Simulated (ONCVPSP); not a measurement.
Varying the ONCV potential for zinc

Base potential:

* Element: Zn (Z = 30)
* Generator: ONCVPSP 4.0.1
* Type: optimised norm-conserving Vanderbilt (ONCV)
* Functional: PBE
* Relativity: scalar-relativistic
* Frozen core: [Ar]
* Valence charge: 12
* Reference configuration: 3d10 4s1.5 4p0.5
* Partial waves: 4s: rc 1.65 bohr, ncon 4, nbas 8, qcut 3.3 1/bohr, 2 projectors, debl 2.4 Ha; 4p: rc 3.30 bohr, ncon 4, nbas 8, qcut 2.1 1/bohr, 3 projectors, debl 0.8 Ha; 3d: rc 1.55 bohr, ncon 4, nbas 8, qcut 8.1 1/bohr, 1 projector
* Local potential: polynomial inside 1.50 bohr (lpopt 3, dvloc0 0 Ha)
* Core correction: Teter function, fcfact 4.5, rcfact 1.65

All-electron outer shells of the reference configuration (PBE, scalar-relativistic, ld1.x):

| shell | level (eV) | outermost node (bohr) | outermost maximum (bohr) |
| --- | --- | --- | --- |
| 3s | -130.43 | 0.28 | 0.59 |
| 3p | -84.60 | 0.25 | 0.59 |
| 3d | -11.31 | – | 0.57 |
| 4s | -6.75 | 0.85 | 2.06 |
| 4p | -1.66 | 0.92 | 2.96 |

Cutoffs, loose and tight: the cutoffs (Ha) at which the residual kinetic energy of the hardest occupied pseudo-wave falls to 1 and 0.1 mHa per electron. They do not see the model core or the augmentation charge, which bear on the density cutoff. Test errors are all-electron minus pseudo excitation energies from the reference, over the configurations 3d10 4s2 4p0; 3d10 4s1 4p0; 3d10 4s0 4p0; 3d10 4s1 4p1. A dash means not determined; rows that change the core or the reference have their own tests. The largest error is taken over the tests solved by every variant that gives reliable tests at all: 3d10 4s1 4p0; 3d10 4s1 4p1; 3d10 4s2 4p0.

A true bound ghost makes a file unfit for plane-wave use even where its test errors are small: the radial tests pick states by their node count and pass the ghost by.

```csv
change,outcome,"cutoff, loose","cutoff, tight",bound ghosts,GHOST(+) flags above zero,largest test error (meV)
base,generated,44 Ha,98 Ha,none,s,-1.2
s: qcut 2.3; p: qcut 1.5; d: qcut 5.7,generated,105 Ha,158 Ha,none,"s, p",-1.4
s: qcut 2.8; p: qcut 1.8; d: qcut 6.8,generated,97 Ha,128 Ha,none,s,-0.4
d: qcut 8,generated,55 Ha,99 Ha,none,s,-1.3
s: qcut 3.7; p: qcut 2.3; d: qcut 9,generated,37 Ha,54 Ha,none,s,-1.6
s: qcut 4.2; p: qcut 2.6; d: qcut 10.2,generated,43 Ha,47 Ha,none,s,-2.1
s: qcut 4.7; p: qcut 3; d: qcut 11.6,generated,49 Ha,55 Ha,s,none,-2.0
```
